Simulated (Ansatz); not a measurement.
Ideal-gas functions of CH3Cl3Ge, SMILES `[CH3][Ge]([Cl])([Cl])[Cl]` at 400 K and 1 bar, from an Ansatz frequency run at PBE0-D4/def2-TZVP.

Molar mass 194.0 g/mol, point group C3v (symmetry number 3), electronic degeneracy 1, moments of inertia 322.204, 322.221, 423.992 u Å². Harmonic wavenumbers (cm⁻¹, unscaled): 123, 131, 132, 171, 172, 175, 407, 442, 442, 631, 823, 823, 1265, 1443, 1443, 3074, 3179, 3179.

Use S(trans) = R[1.5 ln M + 2.5 ln T − 1.1517]; rotational temperatures θ = 24.2544 K / I; S(rot) = R[ln(√π/σ · √(T³/θAθBθC)) + 1.5]; for each mode x = 1.438777 ν̃/T, S = R[x/(eˣ − 1) − ln(1 − e⁻ˣ)] and H = RT x/(eˣ − 1); 1 cm⁻¹ = 0.0119627 kJ/mol; R = 8.31446 J/(mol·K).

By hand: the entropy, in J/(mol·K).

Translation 180.7. Rotation: θ = 0.0753, 0.0753, 0.0572 K, giving 116.2. Vibration, mode by mode: 15.16, 14.65, 14.59, 12.49, 12.44, 12.30, 5.85, 5.28, 5.28, 3.08, 1.79, 1.79, 0.49, 0.29, 0.29, 0.00, 0.00, 0.00, in all 105.8. Electronic 0.0. Sum 402.7 J/(mol·K).

By hand: H − E and G − E in kJ/mol, counted from the electronic energy.

Zero-point energy ½ × 18055 × 0.0119627 = 108.0; thermal vibration 21.5; translation, rotation and pV give 4 RT = 13.3. H − E = 142.8 kJ/mol, and G − E = 142.8 − 400 × 402.7/1000 = -18.3 kJ/mol.

Vibration gives 26 % of the entropy, 44.4 J/(mol·K) of it from the modes under 150 cm⁻¹: soft modes count most, and the harmonic formula is weakest for them.
